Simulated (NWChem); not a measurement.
System: ScF₂ cation; SMILES [F][Sc+][F]

NWChem printed, in part:

```
             Northwest Computational Chemistry Package (NWChem) 7.3.0
             --------------------------------------------------------

 C2V symmetry detected

                             Geometry "geometry" -> ""
                             -------------------------

 Output coordinates in angstroms (scale by  1.889725989 to convert to a.u.)

  No.       Tag          Charge          X              Y              Z
 ---- ---------------- ---------- -------------- -------------- --------------
    1 Sc                  21.0000     0.00000000     0.00000000    -0.44490508
    2 F                    9.0000    -1.45768000     0.00000000     0.51905592
    3 F                    9.0000     1.45768000     0.00000000     0.51905592

 Effective nuclear repulsion energy (a.u.)     129.1628647150

      Symmetry information
      --------------------

 Group name             C2v
 Group number             16
 Group order               4
 No. of unique centers     2

                                Z-matrix (autoz)
                                --------

 Units are Angstrom for bonds and degrees for angles

      Type          Name      I     J     K     L     M      Value
      ----------- --------  ----- ----- ----- ----- ----- ----------
    1 Stretch                  1     2                       1.74758
    2 Stretch                  1     3                       1.74758
    3 Bend                     2     1     3               113.04682

                           NWChem Geometry Optimization
                           ----------------------------

 maximum gradient threshold         (gmax) =   0.000450
 rms gradient threshold             (grms) =   0.000300
 maximum cartesian step threshold   (xmax) =   0.001800
 rms cartesian step threshold       (xrms) =   0.001200
 fixed trust radius                (trust) =   0.300000
 source of zmatrix                         =   autoz

          -------------------
          Energy Minimization
          -------------------

 Using diagonal initial Hessian
 Scaling for Hessian diagonals: bonds = 1.00  angles = 0.25  torsions = 0.10

          --------
          Step   0

                                 NWChem DFT Module
                                 -----------------

[...]

      ----------------------
      Optimization converged
      ----------------------

  Step       Energy      Delta E   Gmax     Grms     Xrms     Xmax
  ---- ---------------- -------- -------- -------- -------- --------
@    3    -960.22647349 -2.0D-07  0.00009  0.00007  0.00067  0.00115
                                     ok       ok       ok       ok

                                Z-matrix (autoz)
                                --------

 Units are Angstrom for bonds and degrees for angles

      Type          Name      I     J     K     L     M      Value     Gradient
      ----------- --------  ----- ----- ----- ----- ----- ---------- ----------
    1 Stretch                  1     2                       1.74894    0.00009
    2 Stretch                  1     3                       1.74894    0.00009
    3 Bend                     2     1     3               113.62727   -0.00003

                         Geometry "geometry" -> "geometry"
                         ---------------------------------

 Output coordinates in angstroms (scale by  1.889725989 to convert to a.u.)

  No.       Tag          Charge          X              Y              Z
 ---- ---------------- ---------- -------------- -------------- --------------
    1 Sc                  21.0000     0.00000000     0.00000000    -0.44046959
    2 F                    9.0000    -1.46367960     0.00000000     0.51683818
    3 F                    9.0000     1.46367960     0.00000000     0.51683818

 Effective nuclear repulsion energy (a.u.)     129.0137978513

      Symmetry information
      --------------------

 Group name             C2v
 Group number             16
 Group order               4
 No. of unique centers     2

[...]

 Rotational Constants
 --------------------
 A=   0.893292 cm-1  (  1.285220 K)
 B=   0.207091 cm-1  (  0.297951 K)
 C=   0.168117 cm-1  (  0.241877 K)

 Temperature                      =   298.15K
 frequency scaling parameter      =   1.0000

 Zero-Point correction to Energy  =    2.670 kcal/mol  (  0.004256 au)
 Thermal correction to Energy     =    4.902 kcal/mol  (  0.007812 au)
 Thermal correction to Enthalpy   =    5.494 kcal/mol  (  0.008756 au)

 Total Entropy                    =   63.893 cal/mol-K
   - Translational                =   39.143 cal/mol-K (mol. weight =  82.9527)
   - Rotational                   =   22.078 cal/mol-K (symmetry #  =        2)
   - Vibrational                  =    2.671 cal/mol-K

 Cv (constant volume heat capacity) =    8.986 cal/mol-K
   - Translational                  =    2.979 cal/mol-K
   - Rotational                     =    2.979 cal/mol-K
   - Vibrational                    =    3.027 cal/mol-K

[normal modes left out]

 ----------------------------------------------------------------------------
 Normal Eigenvalue ||           Projected Infra Red Intensities
  Mode   [cm**-1]  || [atomic units] [(debye/angs)**2] [(KM/mol)] [arbitrary]
 ------ ---------- || -------------- ----------------- ---------- -----------
    1       -0.000 ||    0.016630           0.384        16.212       3.037
    2       -0.000 ||    0.010969           0.253        10.693       2.003
    3        0.000 ||    0.076559           1.766        74.634      13.983
    4        0.000 ||    0.009624           0.222         9.382       1.758
    5        0.000 ||    0.009624           0.222         9.382       1.758
    6        0.000 ||    0.012274           0.283        11.965       2.242
    7      180.489 ||    0.029890           0.690        29.139       5.459
    8      829.915 ||    0.063220           1.459        61.630      11.546
    9      858.492 ||    0.263991           6.090       257.351      48.214
 ----------------------------------------------------------------------------
```

Level: B3LYP/6-31G* (spherical d). The spin multiplicity was typed, not searched, and may not be the lowest.

Q: Reconstruct the input file.

A: Several could match; the one computed here: the input that was run:
```
start job
memory heap 200 mb stack 900 mb global 1100 mb
charge 1
geometry units angstroms
  Sc     0.000000     0.000000    -0.788976
  F     -1.457680     0.000000     0.174985
  F      1.457680     0.000000     0.174985
end
basis spherical
  * library 6-31g*
end
dft
  xc b3lyp
  iterations 150
end
driver
  maxiter 120
end
task dft optimize
task dft freq
```
